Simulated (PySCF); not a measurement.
A GIAO shielding run with PySCF 2.14.0 with density-fitted response routines (density fitting, non-relativistic, gas phase) on SMILES CCC[Si@@H](S)OC, C4H12OSSi:

```
$ OMP_NUM_THREADS=1 python probes_run.py task.json out

{"job": {"kind": "nmr", "xc": "PBE0", "basis": "pcSseg-1"}, "charge": 0, "multiplicity": 1}
C      2.718743    -0.032365     0.213594
C      1.858662     0.811760    -0.715657
C      0.595805     0.081166    -1.164215
Si    -0.589431    -0.358128     0.244573
S     -0.845665     1.271133     1.651116
O     -1.985568    -0.622848    -0.537494
C     -3.245124    -0.886945     0.012789
H      2.197200    -0.221036     1.148126
H      2.953991    -0.988267    -0.249305
H      3.650923     0.480183     0.439006
H      2.445727     1.083729    -1.597164
H      1.583748     1.737168    -0.204614
H      0.068966     0.696449    -1.896953
H      0.880892    -0.835548    -1.680881
H     -0.207814    -1.456802     1.124500
H     -1.355758     2.119720     0.770081
H     -3.460949    -0.200181     0.834218
H     -3.286166    -1.910077     0.390236
H     -3.987987    -0.759858    -0.774254
```

Hardware: 1 thread of an Intel Xeon, shared host. The job also computes population analyses, field gradients.

Problem. How large is the calculation?

Solution. 74 electrons, 193 basis functions and 1047 auxiliary functions.

Problem. How long does it take, and how much memory does it need?

Solution. 83 s of wall time, with 14 SCF cycles and 4 response iterations; peak memory 0.79 GiB. Times on a shared host scatter by some tens of per cent.
